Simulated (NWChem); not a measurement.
Species: CClF, singlet; SMILES F[C]Cl

```xyz
3

F     -0.2550     1.4527     0.0000
C      0.6746     0.5645     0.0000
Cl    -0.1181    -0.9884     0.0000
```
Atoms are numbered in this order, from 1.

Program: NWChem. Low-valent species are run as closed-shell singlets; no triplet was tried in these runs. Structure relaxed at the PBE0/def2-SVP level. Vzz is the largest principal value of the second derivative of the potential at the nucleus (NWChem prints the opposite sign); η is the asymmetry. Non-relativistic.

Problem. Predict the results for B3LYP/def2-SVP. Quantities: Vzz Cl3 (a.u.); η Cl3.

Solution. 
```yaml
Vzz Cl3 (a.u.): 2.371
"η Cl3": 0.83
```
